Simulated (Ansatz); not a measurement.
`[BH2][GeH2][OH]` + `N[SiH2]CO` → `BN[SiH2]CO` + `[OH][GeH3]`  (cleavage of the B–Ge bond)

Gas-phase electronic energies from Ansatz, PBE0-D4/def2-TZVP geometries. CCSD(T)/CBS adds triple-zeta CCSD(T) − MP2 to the extrapolated MP2 energy (def2 sets, frozen cores). Functionals use def2-TZVPP. B3LYP here is the variant with VWN-RPA as its local correlation; programs differ in this. For Ge outer-core shells are correlated without core-valence functions, which leaves a few kJ/mol of doubt a bond. Scalar relativity is left out up to krypton. One conformer a species, not always the lowest.

`[BH2][GeH2][OH]`:

Cartesian coordinates in Å:
```
B 1.392 0.266 -0.641
Ge -0.272 -0.256 0.436
O -1.705 0.441 -0.382
H 1.310 0.922 -1.633
H 2.469 -0.093 -0.269
H -0.221 0.278 1.889
H -0.450 -1.792 0.528
H -2.524 0.234 0.073
```

`N[SiH2]CO`:

Z-matrix (Å, degrees):
```
Si
C 1 1.884
N 1 1.733 2 104.8
H 1 1.493 2 110.3 3 -124.0
H 1 1.486 2 111.8 3 114.1
O 2 1.419 1 109.8 3 -43.6
H 2 1.094 1 111.0 3 -162.9
H 2 1.102 1 110.5 3 79.5
H 3 1.007 1 118.8 2 141.9
H 3 1.009 1 119.8 2 -78.1
H 6 0.966 2 106.9 1 34.1
```

`BN[SiH2]CO`:

```xyz
13

B     0.529   -1.668    1.464
N     0.599   -0.274    1.396
Si    0.587    0.654   -0.086
C    -1.103    0.631   -0.924
O    -1.043    1.247   -2.206
H     0.486   -2.288    0.437
H     0.514   -2.223    2.525
H     0.638    0.239    2.266
H     0.985    2.046    0.247
H     1.563    0.077   -1.050
H    -1.497   -0.393   -0.978
H    -1.823    1.208   -0.337
H    -0.435    0.746   -2.755
```

`[OH][GeH3]`:

```xyz
6

O     0.917    0.723    0.719
Ge   -0.220   -0.124   -0.361
H     0.858    0.422    1.628
H     0.033    0.496   -1.737
H    -1.668    0.117    0.109
H     0.080   -1.635   -0.358
```

**Question.** Is it downhill or uphill in electronic energy at CCSD(T)/CBS, and by how much? (Estimate.)

**Answer.** Computed: Downhill: ΔE = -143.9 kJ/mol.

**Question.** What do these levels give: B3LYP-D4, ωB97M-V, B2PLYP, MP2/def2-TZVPP, SCS-MP2/def2-TZVPP, MP2/def2-QZVPP? (Estimate.)

**Answer.** Computed: B3LYP-D4 -149.7, ωB97M-V -149.2, B2PLYP -150.6, MP2/def2-TZVPP -151.2, SCS-MP2/def2-TZVPP -151.3, MP2/def2-QZVPP -149.7 kJ/mol.

Largest T1 diagnostic among the species: 0.012.
